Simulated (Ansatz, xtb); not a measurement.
**Relative energy of two structures of BFGaGeH**

We compare I, a singlet given by its coordinates, with II, a singlet given by its coordinates. Both are isolated molecules in the gas phase, relaxed with r2SCAN-D4/def2-SVP.

I (Å):

```
atom    x (Å)   y (Å)    z (Å)
   B   1.3945  1.7314  -0.8740
   F   2.4579  1.2590  -1.4943
  Ga  -0.2374  2.5613  -2.6982
  Ge  -0.1383  2.4395   0.0045
   H   0.3492  0.8457  -0.6436
```

Close contacts (Å): B1–F2 1.32, B1–Ga3 2.58, B1–Ge4 1.90, Ga3–Ge4 2.71, B1–H5 1.39, Ge4–H5 1.79.

II (Å):

```xyz
5

B     1.2756    0.8519    0.2035
F    -2.2804    0.0108    0.8538
Ga   -0.6323   -0.2445    0.3472
Ge    1.4417   -0.9547   -0.4139
H     1.3185    2.0017    0.5581
```

Close contacts (Å): B1–Ga3 2.21, B1–Ge4 1.92, F2–Ga3 1.74, Ga3–Ge4 2.32, B1–H5 1.20.

Which of the two would you expect CCSD(T)/def2-TZVP electronic energies to favour?

Structure I; the calculation gives E(II) − E(I) = +3.2 kcal/mol.

Level by level:

```json
{"level": "r2SCAN-D4/def2-SVP", "geometry": "r2SCAN-D4/def2-SVP", "E(II) − E(I) (kcal/mol)": "+7.9", "departure from the last row (kcal/mol)": "+4.7", "job, with rough time for the two": "optimisation, 54 s"}
{"level": "HF/def2-TZVP", "geometry": "r2SCAN-D4/def2-SVP", "E(II) − E(I) (kcal/mol)": "+9.4", "departure from the last row (kcal/mol)": "+6.2", "job, with rough time for the two": "part of the CCSD(T) run"}
{"level": "MP2/def2-TZVP", "geometry": "r2SCAN-D4/def2-SVP", "E(II) − E(I) (kcal/mol)": "−2.1", "departure from the last row (kcal/mol)": "−5.3", "job, with rough time for the two": "part of the CCSD(T) run"}
{"level": "CCSD(T)/def2-TZVP", "geometry": "r2SCAN-D4/def2-SVP", "E(II) − E(I) (kcal/mol)": "+3.2", "departure from the last row (kcal/mol)": "", "job, with rough time for the two": "single point, 2.3 min"}
```

MP2/def2-TZVP puts the two in the other order. The largest departure from CCSD(T)/def2-TZVP is that of HF/def2-TZVP, 6.2 kcal/mol. Levels run at GFN2-xTB geometries aren't shown.

With harmonic frequencies from r2SCAN-D4/def2-SVP (ideal gas, rigid rotor, one conformer each, 298.15 K, 1 atm): the zero-point term adds +0.3 kcal/mol; ΔH is +3.6 and ΔG +3.9 kcal/mol.

The correlated steps freeze 20 core orbitals; the filled d shell of Ga and Ge is correlated, in a basis made for valence electrons. Mirror images aren't counted in ΔG. Run with Ansatz 0.2.0; the last row on 2 threads of Intel(R) Xeon(R) Platinum 8259CL CPU @ 2.50GHz (Skylake/Cascade Lake) on a shared host.
